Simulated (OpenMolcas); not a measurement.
# Mg II: CASPT2 settings compared

```
Program             : OpenMolcas
Basis               : ANO-RCC-VDZ [4s3p]
Scalar Hamiltonian  : DKH3, point nucleus
Active space        : 1 electron in 4 orbitals (3s 3p)
State averaging     : 2S+1 = 2 even, 1 root; 2S+1 = 2 odd, 3 roots
Spin-orbit coupling : state interaction with AMFI integrals over the reference wave functions, term energies averaged over their components
```

Methods on the same reference wave functions:
A. CASSCF
B. SS-CASPT2, IPEA 0.5 Eh, imaginary shift 0.5 Eh (closed shells correlated: 1s 2s 2p)
C. SS-CASPT2, IPEA 0.2 Eh, imaginary shift 0.4 Eh (closed shells correlated: 2s 2p)
D. XMS-CASPT2, IPEA 0.1 Eh, sigma1 regulariser 0.2 Eh (closed shells correlated: 1s 2s 2p)

Energies in cm-1 above 3s 2S 1/2, the measured ground level; measured values from NIST Handbook of Basic Atomic Spectroscopic Data.

```
     Level      A      B      C      D  Measured
 3s 2S 1/2    0.0    0.0    0.0    0.0       0.0
3p 2P* 1/2  34966  34866  34873  34860     35669
3p 2P* 3/2  35025  34925  34932  34919     35761
```

Deviations, from unrounded energies. A percentage is the sum of absolute deviations over the sum of measured energies, with the sign that they share, or ± where signs differ.

```csv
Against measurement,Levels,A,B,C,D
mean absolute deviation (cm-1),2,720,820,810,830
other configurations (%),2,-2.0,-2.3,-2.3,-2.3
```

A lies closest to measurement on these levels and D furthest from it. The largest miss of A in the table is 3p 2P* 3/2, by -740 cm-1. The ranking rests on the paired levels alone, and a cruder setting can come out closer through cancelling errors.

Among B to D the level of the table that moves most is 3p 2P* 1/2, by 13 cm-1 (lowest in D, highest in C).

The lowest spin-free term lies below A's lowest term by 0.081 hartree in B, 0.080 hartree in C, 0.081 hartree in D.

ANO sets are built for ground and valence states and can reach diffuse excited orbitals poorly. With one active electron the reference holds no correlation, so core polarisation is missing (holds for A). With one active electron, CASPT2 adds the correlation within the correlated inactive shells and between them and that electron, and leaves the splitting within a term as the reference gives it (holds for B; C; D). Measured partners are found by configuration, term and J. A level has none where our copy of the source lacks it or the pairing is in doubt (some pairs that miss far off the trend of their configuration count as doubtful), and it then counts in no deviation. Levels of configurations outside the active space are missing.

* marks odd parity.
